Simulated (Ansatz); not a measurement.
`N#[C][Ge]([F])([F])[F]` + `CI` → `[F][Ge]([F])([F])[I]` + `CC#N`  (formal exchange of groups at a Ge–C bond)

Calculated with Ansatz (gas phase, PBE0-D4/def2-TZVP geometries, no zero-point term in ΔE). CCSD(T)/CBS is the MP2 limit (def2-TZVPP, def2-QZVPP) plus CCSD(T) − MP2 in def2-TZVPP, frozen cores. This one scheme is used for every species. DFT in def2-TZVPP. def2 core potentials past Kr. For Ge, I outer-core shells are correlated without core-valence functions, which leaves a few kJ/mol of doubt a bond. Scalar relativity is left out up to krypton.

`N#[C][Ge]([F])([F])[F]`:

Cartesian coordinates in Å:
```
N -0.035 -1.611 1.931
C -0.019 -0.875 1.048
Ge 0.007 0.337 -0.404
F 1.101 1.597 -0.104
F -1.531 1.007 -0.644
F 0.476 -0.455 -1.827
```

`CI`:

Cartesian coordinates in Å:
```
C -0.203 -0.094 -0.042
I 1.695 0.787 0.350
H -0.277 -0.256 -1.113
H -0.249 -1.033 0.501
H -0.966 0.596 0.304
```

`[F][Ge]([F])([F])[I]`:

Z-matrix (Å, degrees):
```
Ge
F 1 1.705
F 1 1.705 2 106.5
I 1 2.443 2 112.3 3 -123.3
F 1 1.705 2 106.5 3 113.3
```

`CC#N`:

Cartesian coordinates in Å:
```
C 0.392 0.265 0.118
C -0.773 -0.523 -0.233
N -1.697 -1.148 -0.511
H 1.183 0.112 -0.617
H 0.134 1.325 0.142
H 0.762 -0.030 1.101
```

CCSD(T)/CBS gives -27.8 kcal/mol.

Problem. Another level gave -29.9 kcal/mol. Which?
A. RPA@PBE/def2-TZVPP
B. r2SCAN0-D4/def2-TZVPP
C. ωB97M-V/def2-TZVPP
D. LDA (SPW92)/def2-TZVPP

Solution. C. ωB97M-V -29.9, LDA (SPW92) -34.2, r2SCAN0-D4 -32.2, RPA@PBE/def2-TZVPP -23.7 kcal/mol.

Largest T1 diagnostic among the species: 0.013.

From BLYP to BHLYP (50 % exact exchange), in def2-TZVPP and without D4, ΔE moves by −1.2 kcal/mol. Leaving LDA and LC-ωPBE aside and taking each functional with its dispersion term where it has one, the values, not all of them listed here, spread over 3.2 kcal/mol, from r2SCAN0-D4 to B2PLYP. LDA lies −2.8 kcal/mol from PBE without D4. In def2-TZVPP, CCSD(T) changes the Hartree–Fock value by +3.6 kcal/mol (the triples alone add +0.5 kcal/mol) and MP2 by +2.5 kcal/mol.
